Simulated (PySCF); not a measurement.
Be(NMe2)(SeH) (C₂H₇BeNSe), SMILES C[N](C)[Be][SeH].

Geometry: ωB97X-D3(BJ)/def2-SVP. The structure was generated by enumeration; whether it is a known compound was not checked. Other conformers were not sampled.

Calculation: r2SCAN/def2-TZVP run with PySCF.

Symmetry labels are those of the subgroup Cs that the program uses (full group Cs).

Computed valence orbital energies around the gap with their symmetry:
```json
[
 {"orbital": "HOMO−7", "symmetry": "A\"", "energy (eV)": "-11.37"},
 {"orbital": "HOMO−6", "symmetry": "A'", "energy (eV)": "-9.82"},
 {"orbital": "HOMO−5", "symmetry": "A\"", "energy (eV)": "-9.79"},
 {"orbital": "HOMO−4", "symmetry": "A\"", "energy (eV)": "-9.29"},
 {"orbital": "HOMO−3", "symmetry": "A'", "energy (eV)": "-8.57"},
 {"orbital": "HOMO−2", "symmetry": "A'", "energy (eV)": "-7.69"},
 {"orbital": "HOMO−1", "symmetry": "A\"", "energy (eV)": "-6.17"},
 {"orbital": "HOMO", "symmetry": "A'", "energy (eV)": "-5.46"},
 {"orbital": "LUMO", "symmetry": "A'", "energy (eV)": "-0.57"},
 {"orbital": "LUMO+1", "symmetry": "A'", "energy (eV)": "-0.11"},
 {"orbital": "LUMO+2", "symmetry": "A\"", "energy (eV)": "-0.07"},
 {"orbital": "LUMO+3", "symmetry": "A'", "energy (eV)": "0.79"}
]
```
